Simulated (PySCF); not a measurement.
Gas-phase reaction: SnH₂ + H₂S₂ → SnH₄ + S₂

Method: PySCF energies (xtb for GFN2) plus ideal-gas RRHO corrections (1 bar). † marks an energy on the PBE0/def2-TZVP geometry and frequencies; other levels use their own. MP2 and CCSD(T) freeze the core. Open shells (unrestricted): S₂ (multiplicity 3); the rest are closed-shell singlets. GFN2 has no spin-polarisation term. Sn: scalar-relativistic def2 core potential, no spin-orbit coupling. SnH₂: computed as isolated molecules; such fragments, hydroxides, amides, oligomers or adducts are transient or little studied in the gas. MP2 isn't extrapolated to the basis-set limit. CCSD(T) isn't extrapolated to the basis-set limit.

```
level                ΔH°(298 K), kJ
-------------------  --------------
BLYP/def2-TZVP†                  22
CCSD(T)/def2-SVP†                 …
CCSD(T)/def2-TZVPP†               …
GFN2-xTB                          …
M06-2X/def2-TZVP†                31
MP2/def2-SVP†                   -10
PBE/def2-TZVP†                   19
r2SCAN/def2-TZVP†                 …
LDA/def2-TZVP†                   22
```

Q: What belongs in the gaps?

A: 
- CCSD(T)/def2-SVP†, ΔH°(298 K), kJ: 4
- CCSD(T)/def2-TZVPP†, ΔH°(298 K), kJ: 15
- GFN2-xTB, ΔH°(298 K), kJ: 135
- r2SCAN/def2-TZVP†, ΔH°(298 K), kJ: -2
